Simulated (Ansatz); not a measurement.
Reaction (ligand exchange at the Al–Cl bond): `[NH2][Al]([NH2])[Cl]` + HBr → `[NH2][Al]([NH2])[Br]` + HCl

Gas-phase electronic energies from Ansatz, PBE0-D4/def2-TZVP geometries. CBS: MP2 limit from def2 TZ/QZ plus the TZ coupled-cluster correction, frozen cores. This one scheme is used for every species. Functionals use def2-TZVPP. For Br outer-core shells are correlated without core-valence functions, which leaves a few kJ/mol of doubt a bond. Scalar relativity is left out up to krypton. Each species was taken in one conformer, which may not be the lowest.

`[NH2][Al]([NH2])[Cl]`:

```xyz
8

N     1.549    0.336   -0.029
Al   -0.194    0.375   -0.253
N    -1.281   -0.853    0.379
Cl   -1.020    1.973   -1.334
H     2.173    1.038   -0.389
H     2.063   -0.373    0.467
H    -1.010   -1.663    0.910
H    -2.279   -0.832    0.250
```

HBr:

Cartesian coordinates in Å:
```
Br 0.034 0.401 0.585
H -0.034 -0.401 -0.585
```

`[NH2][Al]([NH2])[Br]`:

Z-matrix (Å, degrees):
```
N
Al 1 1.758
H 1 1.006 2 123.5
H 1 1.006 2 125.8 3 180.0
N 2 1.758 1 123.6 3 -180.0
Br 2 2.258 1 118.2 3 -0.0
H 5 1.006 2 125.8 1 -0.0
H 5 1.006 2 123.6 1 179.9
```

HCl:

```xyz
2

Cl    0.290   -0.518   -0.237
H    -0.290    0.518    0.237
```

```csv
species,PBE energy (Eh)
`[NH2][Al]([NH2])[Cl]`,-814.30707
HBr,-2574.36854
`[NH2][Al]([NH2])[Br]`,-2928.04782
HCl,-460.62738
```

**Question.** Work out ΔE.

**Answer.** ΔE = (-2928.04782) + (-460.62738) − (-814.30707) − (-2574.36854) = 0.00041 Eh = +1.1 kJ/mol. CCSD(T)/CBS gives -0.8 kJ/mol.

Largest T1 diagnostic among the species: 0.009.

Leaving LDA and LC-ωPBE aside and taking each functional with its dispersion term where it has one, the values, not all of them listed here, spread over 6.9 kJ/mol, from PBE-QIDH to B97M-V. At CCSD(T), def2-SVP lies +4.3 kJ/mol from the extrapolated value and def2-TZVPP +0.2 kJ/mol.
